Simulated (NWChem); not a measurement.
## Dipole moment of disulfane (H₂S₂)

SMILES: SS
```xyz
4

S      0.9155     0.4855     0.0553
S     -0.9155    -0.4855     0.0553
H      1.5366    -0.2680    -0.8848
H     -1.5366     0.2680    -0.8848
```
Charge 0, spin multiplicity 1.

Program: NWChem. Structure: optimised with PBE0/def2-SVP, a minimum by its harmonic frequencies. It is one conformer; others weren't searched.

Basis set: def2-SVPD. The CCSD dipole comes from the Λ equations, without orbital relaxation.

The correlated methods keep 10 core orbitals frozen. B3LYP has NWChem's definition, with VWN1-RPA local correlation. Coupled-cluster values serve here as a point of comparison, not as the truth.

```
method     dipole moment (D)
---------  -----------------
HF                       [?]
B3LYP                   1.15
CCSD                    1.15
PBE                     1.14
BHandHLYP                [?]
```

### Question
Complete the blanks.

### Answer

- HF, dipole moment (D): 1.30
- BHandHLYP, dipole moment (D): 1.21
